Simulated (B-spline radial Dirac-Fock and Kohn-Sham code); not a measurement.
Level of theory: the independent-particle Dirac-Slater model, thresholds from Dirac-Fock; a radial finite-basis atomic code. Kinetic energies are from the vacuum level. Open shells are spread statistically over j, without multiplet splitting. Without correlation, outer binding energies are uncertain by a few eV, most for open f shells.

Question: A free atom or ion in its tabulated ground configuration is ionised with 1800 eV photons and gives these photoelectron lines. Identify it and assign the lines.

```csv
kinetic energy (eV),relative cross section
1041.4,19.5
1154.3,22.8
1238.8,56.0
1424.0,69.7
1439.7,100.0
1640.5,4.3
1676.9,43.1
1678.8,4.4
1679.9,54.6
1692.8,9.8
1742.9,3.7
1744.4,5.2
```

Answer: Ir⁴⁺, [Xe] 4f14 5d5. Binding energies are hν less the kinetic energy: 4s 758.6 eV, 4p1/2 645.7 eV, 4p3/2 561.2 eV, 4d3/2 376.0 eV, 4d5/2 360.3 eV, 5s 159.5 eV, 4f5/2 123.1 eV, 5p1/2 121.2 eV, 4f7/2 120.1 eV, 5p3/2 107.2 eV, 5d3/2 57.14 eV, 5d5/2 55.63 eV.

Run: 6.9 s of CPU time on 1 thread of Intel(R) Xeon(R) Platinum 8375C CPU @ 2.90GHz (shared host), peak memory 0.42 GiB.

Values without a named source are computed, but for edge energies of neutral atoms, which are taken from tables.
